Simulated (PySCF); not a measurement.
## Radial density of Cd⁺ (cadmium, charge +1)

UHF, [Kr] 4d9 5s2, 2D determinant (an excited configuration). Computed with PySCF 2.14 in aug-cc-pVTZ-PP with ECP28MDF (6s6p5d3f2g, 88 functions), with scalar relativity through the core potential. This is the valence pseudo-density: the core potential removes the inner electrons and smooths the orbitals near the nucleus.

| r (bohr) | 4πr²ρ (e/bohr) | 4πr²(ρα − ρβ) |
| --- | --- | --- |
| 0.0168 | 2.103e-05 | 0.0000 |
| 0.0282 | 5.363e-05 | 0.0000 |
| 0.0475 | 0.0001281 | 0.0000 |
| 0.0799 | 0.0004551 | 0.0000 |
| 0.134 | 0.004178 | 0.0003 |
| 0.226 | 0.06148 | 0.0048 |
| 0.380 | 1.316 | 0.0734 |
| 0.639 | 13.79 | 0.5946 |
| 1.08 | 16.30 | 0.9607 |
| 1.81 | 3.841 | 0.2666 |
| 3.04 | 0.7878 | 0.0045 |
| 5.12 | 0.05994 | -0.0029 |
| 8.61 | 0.0001469 | 0.0000 |
| 14.5 | 2.917e-05 | 0.0000 |

Energies and moments cover only the electrons outside the core potential.

Task: Where is the radial spin density 4πr²(ρα − ρβ) most negative, and why is it negative at all?

Result: Around r = 5.12 bohr, down to -0.0029 e/bohr: exchange with the open shell polarises the paired shells in an unrestricted calculation.
